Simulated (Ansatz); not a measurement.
Two isomers of C2H4ClNOSi: A = `N[Si]1(Cl)C=C1O`, B = `C[SiH](Cl)N=C=O`.

Computed with Ansatz on PBE0-D4/def2-TZVP structures; ΔE is electronic, products minus reactants. CCSD(T)/CBS is the MP2 limit (def2-TZVPP, def2-QZVPP) plus CCSD(T) − MP2 in def2-TZVPP, frozen cores. Functionals use def2-TZVPP. B3LYP here is the variant with VWN-RPA as its local correlation; programs differ in this. Each species was taken in one conformer, which may not be the lowest.

Q: Which isomer does CCSD(T)/CBS put lower? Give the gap. (An estimate is asked.)

A: Ansatz gave: B, by 51.3 kcal/mol.

Q: Give E(B) − E(A) in kcal/mol with ωB97M-V, PBE0-D4, B2PLYP, B3LYP, CCSD(T)/def2-TZVPP, CCSD/def2-TZVPP, PBE-D4. (Best estimate.)

A: Ansatz gave: ωB97M-V -52.4, PBE0-D4 -51.8, B2PLYP -57.6, B3LYP -57.9, CCSD(T)/def2-TZVPP -53.8, CCSD/def2-TZVPP -53.8, PBE-D4 -53.1. None reverses the order clearly.

Largest T1 diagnostic: 0.014.

In def2-TZVPP, CCSD(T) changes the Hartree–Fock value by +8.4 kcal/mol (the triples alone add −0.0 kcal/mol) and MP2 by +7.3 kcal/mol. From PBE to PBE0 (25 % exact exchange), in def2-TZVPP and without D4, E(B) − E(A) moves by +1.3 kcal/mol.
